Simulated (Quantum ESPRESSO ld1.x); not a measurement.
The numbers below are computed, except where a source is named.
The erbium ion Er2+, 66 electrons, occupied as [Xe] 4f11 6s1 (not the ground configuration).

Code: ld1.x of Quantum ESPRESSO 7.5. Model: Dirac Kohn-Sham, PBEsol, spin-unpolarised, spherical densities, point nucleus; open shells fill j = l - 1/2 first.

Energy parts (eV):
total: -356325
kinetic: 393357
electron-nucleus: -880344
Hartree: 138124
exchange-correlation: -7462

Orbitals (lengths in bohr, moments of r in powers of bohr; r(max) is where P^2 peaks):
orbital  occ.  eigenvalue (eV)  r(max)  small-component weight
1s1/2       2       -57309.658   0.013                6.48e-02
2s1/2       2        -9642.503   0.073                1.45e-02
2p1/2       2        -9185.517   0.056                1.45e-02
2p3/2       4        -8269.190   0.062                1.33e-02
3s1/2       2        -2179.404   0.208                4.66e-03
3p1/2       2        -1978.946   0.195                4.60e-03
3p3/2       4        -1786.542   0.208                4.26e-03
3d3/2       4        -1443.657   0.165                4.15e-03
3d5/2       6        -1401.602   0.167                4.05e-03
4s1/2       2         -449.170   0.473                1.50e-03
4p1/2       2         -369.079   0.477                1.42e-03
4p3/2       4         -325.598   0.505                1.29e-03
4d3/2       4         -193.754   0.505                1.11e-03
4d5/2       6         -185.832   0.517                1.08e-03
5s1/2       2          -72.915    1.11                3.15e-04
5p1/2       2          -50.667    1.20                2.52e-04
5p3/2       4          -44.832    1.28                2.21e-04
4f5/2       6          -27.008   0.505                6.72e-04
4f7/2       5          -25.854   0.509                6.57e-04
6s1/2       1          -16.959    2.84                5.30e-05

The highest occupied level is 6s1/2 at -16.959 eV. Summed over all electrons, <r^2> = 44.75 bohr^2, which gives a Langevin (diamagnetic) susceptibility term of -35.4 x 10^-6 cm^3/mol.
